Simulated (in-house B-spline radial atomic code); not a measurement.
Checks on a self-consistent run for Ho2+, [Kr] (4d3/2)4 (4d5/2)5 (4f5/2)4 (4f7/2)7 5s2 5p6 9s1. Computed with a radial B-spline atomic code at the basis-set limit: Dirac-Hartree-Fock, average of the jj configuration, Fermi nucleus of rms radius 5.2022 fm.

```csv
orbital,q,ε (Eh),<1/r>,<r²>,small-component weight
1s1/2,2,-2057.58116,76.0363,0.000588089,0.062738
2s1/2,2,-349.84892,18.2702,0.00909606,0.014
2p1/2,2,-332.25775,18.2013,0.00659637,0.014008
2p3/2,4,-300.66502,15.8777,0.00781253,0.012901
3s1/2,2,-81.09249,6.69946,0.0598886,0.0045179
3p1/2,2,-73.39698,6.60267,0.0556673,0.0044455
3p3/2,4,-66.68415,6.01334,0.0624476,0.0041388
3d3/2,4,-53.67844,5.88106,0.049449,0.0039982
3d5/2,6,-52.22837,5.72869,0.0515549,0.0039
4s1/2,2,-17.91576,2.77847,0.303092,0.0014198
4p1/2,2,-14.81010,2.66825,0.31792,0.0013384
4p3/2,4,-13.24673,2.47635,0.353761,0.0012357
4d3/2,4,-8.10873,2.25238,0.402014,0.001056
4d5/2,5,-7.89858,2.20758,0.416771,0.0010318
4f5/2,4,-1.69883,1.70955,0.714031,0.00065822
4f7/2,7,-1.62894,1.6818,0.746255,0.00064139
5s1/2,2,-3.29769,1.04059,1.81097,0.00028361
5p1/2,2,-2.32028,0.931997,2.22627,0.00023328
5p3/2,4,-2.10974,0.86734,2.51021,0.00020758
9s1/2,1,-0.14395,0.086326,274.477,5.7349e-06
```

Electron-electron repulsion V_ee = 4599.8463 hartree.

**Question.** What total energy follows from the eigenvalues?

**Answer.** The eigenvalues count the repulsion twice, so E = Σqε - V_ee = -8014.218 - 4599.846 = -12614.065 hartree; the run printed -12614.065.

**Question.** Does the Dirac virial theorem hold?

**Answer.** For a point nucleus E = -2c²Σq·w, with w the small-component weight. Here Σq·w = 0.3358 and c = 137.0360, so the ratio E/(-2c²Σq·w) is 1.000163; the finite nucleus accounts for the departure from 1.

**Question.** What diamagnetic shielding (Lamb formula) and susceptibility (Langevin formula) do the radii give?

**Answer.** σ = (α²/3)Σq<1/r> = 464.038/(3·137.036²) = 8236.9 ppm, and χ = -0.79199×10⁻⁶·Σq<r²> = -244×10⁻⁶ cm³/mol with Σq<r²> = 308.07 bohr². Both are non-relativistic formulas without the paramagnetism of open shells; for so heavy an element the full relativistic shielding is larger by tens of per cent.
